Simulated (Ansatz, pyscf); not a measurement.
B–NH₂ (SMILES [B]N) [singlet] -> HB=NH (SMILES B=N), a hydrogen shift on the singlet surface: H–N broken, B–H formed. Optimised with ωB97X-D3(BJ)/def2-SVP in PySCF. Wave-function energies: Ansatz (a quantum-chemistry and plane-wave program), frozen core, RHF or UHF references. In kJ/mol, from the reactant's lowest minimum found.

```json
[
 {"level": "ωB97X-D3(BJ)/def2-TZVP", "barrier": "140.79", "reaction energy": "-163.13"},
 {"level": "PBE0-D3(BJ)/def2-TZVP", "barrier": "125.52", "reaction energy": "-168.00"},
 {"level": "CCSD(T)/cc-pV(D+d)Z", "barrier": "136.97", "reaction energy": "-155.39"},
 {"level": "CCSDT(Q)/cc-pV(D+d)Z", "barrier": "134.88", "reaction energy": "-155.76"},
 {"level": "CCSDTQ/cc-pV(D+d)Z", "barrier": "135.29", "reaction energy": "-155.44"},
 {"level": "CCSD(T)/cc-pV(T+d)Z", "barrier": "134.80", "reaction energy": "-157.35"},
 {"level": "CCSD(T)/cc-pV(Q+d)Z", "barrier": "132.94", "reaction energy": "-160.79"}
]
```

In cc-pV(D+d)Z, going from CCSD(T) to CCSDTQ shifts the barrier by -1.68 and the reaction energy by -0.05 kJ/mol. With HF in the quadruple-zeta basis and the correlation energy extrapolated as X⁻³ from X = 3, 4, CCSD(T) gives 132.28 and -162.34; adding the double-zeta shift gives ΔE‡ = 130.61 and ΔE = -162.39 kJ/mol, without core correlation, relativity or geometry relaxation at these levels. One saddle was located; it need not be the lowest between these sides.
